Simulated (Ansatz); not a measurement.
Consider the ligand exchange at the Si–C bond: `O[CH]([SiH3])[SnH3]` + `OCO` → `OCO[SiH3]` + `O[CH2][SnH3]`.

Computed with Ansatz on PBE0-D4/def2-TZVP structures; ΔE is electronic, products minus reactants. CCSD(T)/CBS is the MP2 limit (def2-TZVPP, def2-QZVPP) plus CCSD(T) − MP2 in def2-TZVPP, frozen cores. This one scheme is used for every species. DFT in def2-TZVPP. Elements past krypton have def2 core potentials. For Sn outer-core shells are correlated without core-valence functions, which leaves a few kJ/mol of doubt a bond. Each species was taken in one conformer, which may not be the lowest.

`O[CH]([SiH3])[SnH3]`:

Cartesian coordinates in Å:
```
O -0.204 -0.977 -1.561
C -0.518 -0.137 -0.456
Si 0.204 1.568 -0.774
Sn 0.244 -0.973 1.411
H -0.607 -1.839 -1.429
H -1.604 -0.028 -0.325
H 1.682 1.487 -0.896
H -0.141 2.416 0.401
H -0.356 2.184 -2.007
H -0.039 -2.660 1.294
H -0.581 -0.348 2.771
H 1.919 -0.693 1.570
```

`OCO`:

Cartesian coordinates in Å:
```
O -0.445 -0.733 0.866
C -0.240 -0.042 -0.330
O 0.867 0.808 -0.285
H 0.328 -1.282 1.027
H -1.171 0.506 -0.510
H -0.047 -0.721 -1.168
H 0.708 1.465 0.399
```

`OCO[SiH3]`:

```xyz
10

O    -2.167   -0.193   -0.770
C    -0.983    0.391   -0.366
O    -0.047   -0.600   -0.024
Si    1.517   -0.294    0.385
H    -2.517   -0.707   -0.036
H    -1.133    1.055    0.500
H    -0.628    0.980   -1.218
H     2.143   -1.608    0.651
H     2.224    0.408   -0.722
H     1.590    0.566    1.600
```

`O[CH2][SnH3]`:

Z-matrix (Å, degrees):
```
C
Sn 1 2.175
O 1 1.413 2 112.6
H 1 1.096 2 109.6 3 -125.6
H 1 1.091 2 108.3 3 117.7
H 2 1.714 1 107.0 3 48.9
H 2 1.711 1 111.7 3 168.2
H 2 1.707 1 110.7 3 -69.5
H 3 0.960 1 108.8 2 -64.7
```

```json
{"level": "PBE", "ΔE (kJ/mol)": "-73.6"}
{"level": "r2SCAN", "ΔE (kJ/mol)": "-82.6"}
{"level": "CCSD/def2-TZVPP", "ΔE (kJ/mol)": "-84.6"}
{"level": "MP2/CBS(def2)", "ΔE (kJ/mol)": "-79.7"}
```

(1) What does CCSD(T)/CBS give? (Estimate.)

Largest T1 diagnostic among the species: 0.013.

Answers

(1) Computed: -79.0 kJ/mol. The listed levels differ from it by 5.4, -3.6, -5.6, -0.7 kJ/mol.

The D4 term adds +6.0 kJ/mol with B3LYP and +3.3 kJ/mol with PBE0; it sums over pairs of atoms, weighted by their polarisabilities, and B3LYP, whose exchange is more repulsive, gets the larger term. From PBE to PBE0 (25 % exact exchange), in def2-TZVPP and without D4, ΔE moves by −4.1 kJ/mol.

B3LYP here is the variant with VWN-RPA as its local correlation; programs differ in this.
